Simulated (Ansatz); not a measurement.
Frontier orbitals of C7H13BO2, SMILES `CC1=CC(C)=[O+][B-](C)(C)O1`.

```xyz
23

C     2.1643    0.5609    1.9592
C     1.0857    0.1716    1.0108
C     0.2803   -0.9426    1.2277
C    -0.5301   -1.3836    0.1856
C    -1.2234   -2.6996    0.2293
O    -0.6905   -0.7108   -0.8824
B    -0.2480    0.7723   -0.9701
C    -1.4248    1.6812   -0.3787
C     0.2325    1.0627   -2.4580
O     0.9784    0.8957   -0.0300
H     3.1148    0.6091    1.4233
H     2.2472   -0.1338    2.7929
H     1.9590    1.5650    2.3388
H     0.4056   -1.5436    2.1151
H    -0.9957   -3.2526    1.1386
H    -0.9328   -3.2888   -0.6433
H    -2.3019   -2.5361    0.1610
H    -1.1393    2.7378   -0.3805
H    -1.6978    1.4189    0.6504
H    -2.3295    1.5922   -0.9882
H     0.5987    2.0887   -2.5595
H    -0.5917    0.9431   -3.1676
H     1.0389    0.3926   -2.7742
```

Total charge 0; spin multiplicity 1. The geometry is a stationary point of PBE0-D4/def2-TZVP. Basis def2-TZVPP, Ansatz.

```
functional  HOMO (eV)  LUMO (eV)
     BHLYP      -7.85      -0.76
```

Problem. Give HOMO and LUMO (eV) with LDA (SPW92), PBE, revPBE, BLYP, r2SCAN, B97M-V, PBE0, B3LYP, r2SCANh, r2SCAN0, HSE06 (plane-wave form), CAM-B3LYP, LC-ωPBE, ωB97X-V, ωB97M-V, HF. (Estimate.)

Solution. Ansatz gave: 
```tsv
functional	HOMO	LUMO
LDA (SPW92)	-5.72	-2.94
PBE	-5.56	-2.71
revPBE	-5.49	-2.62
BLYP	-5.45	-2.59
r2SCAN	-5.77	-2.56
B97M-V	-5.85	-2.48
PBE0	-6.74	-1.82
B3LYP	-6.56	-2.04
r2SCANh	-6.22	-2.23
r2SCAN0	-6.90	-1.73
HSE06 (plane-wave form)	-6.34	-2.20
CAM-B3LYP	-8.08	-0.72
LC-ωPBE	-9.32	0.39
ωB97X-V	-9.02	0.35
ωB97M-V	-8.94	0.27
HF	-9.50	2.04
```

B3LYP here is the variant with VWN-RPA as its local correlation; programs differ in this. LC-ωPBE has ω = 0.4 bohr⁻¹. Positive LUMOs are unbound and depend on the basis.
